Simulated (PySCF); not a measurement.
## Adding and removing an electron: SbH

UHF-MP2; basis Sb def2-SVPD with ECP28, H def2-SVPD; scalar-relativistic core potentials; PySCF 2.14. Neutral (UHF): triplet (π ↑↑), Re = 1.711 Å, ωe = 1968 cm⁻¹, De = 2.15 eV.

SbH⁺ (UHF): doublet (π ↑), Re = 1.705 Å, ωe = 2042 cm⁻¹, De = 2.35 eV to Sb⁺ + H. The energies at the minima are -239.92036 hartree for SbH and -239.59865 for SbH⁺.

Question: Work out the adiabatic ionisation energy, without and with harmonic zero-point energies (1 hartree = 27.2114 eV, 1 eV = 8065.5 cm⁻¹), and the change of the bond length.

Answer: At UHF-MP2: 0.32171 hartree = 8.754 eV between the minima; the zero-point term (2042.0 − 1968.0)/2 cm⁻¹ = +0.005 eV makes it 8.759 eV. Re changes by -0.6 pm against the neutral. The electron leaves a π orbital, which is non-bonding in a hydride.

Correlated steps freeze 4 core orbitals. Correlated levels converge slowly with the basis: in double zeta they bind strong bonds too weakly, by up to about 1 eV, and carry superposition errors of some tenths. Spin–orbit coupling is left out, which matters for elements this heavy, above all for dissociation energies. For an ion De counts to the pair picked by the measured ionisation energies or electron affinities, which need not be the lowest pair at this level. States were picked by a PBE0 search and need not be the measured ground states.
